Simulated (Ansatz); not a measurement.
C₂H₄F₂Si (`F[C@H]1[SiH2][C@@H]1F`). Charge 0, multiplicity 1.

```json
{"atom": "F1", "x (Å)": "-1.466", "y (Å)": "-0.296", "z (Å)": "-1.492"}
{"atom": "C2", "x (Å)": "-0.272", "y (Å)": "-0.023", "z (Å)": "-0.885"}
{"atom": "Si3", "x (Å)": "0.101", "y (Å)": "0.958", "z (Å)": "0.671"}
{"atom": "C4", "x (Å)": "0.177", "y (Å)": "-0.872", "z (Å)": "0.259"}
{"atom": "F5", "x (Å)": "1.255", "y (Å)": "-1.697", "z (Å)": "0.096"}
{"atom": "H6", "x (Å)": "0.520", "y (Å)": "0.133", "z (Å)": "-1.621"}
{"atom": "H7", "x (Å)": "1.273", "y (Å)": "1.853", "z (Å)": "0.584"}
{"atom": "H8", "x (Å)": "-0.935", "y (Å)": "1.339", "z (Å)": "1.652"}
{"atom": "H9", "x (Å)": "-0.654", "y (Å)": "-1.395", "z (Å)": "0.737"}
```

Give the diagnostics of a CCSD(T)/def2-TZVPP run (frozen core, Ansatz 0.2.0). (Best estimate.)

Computed: T1 = 0.0130, largest single amplitude 0.028, largest double 0.040, (T) share of the correlation energy 3.5 %, 10 CCSD cycles. The RHF solution is stable towards an unrestricted one. T1 lies under the customary mark of 0.02 for closed shells.
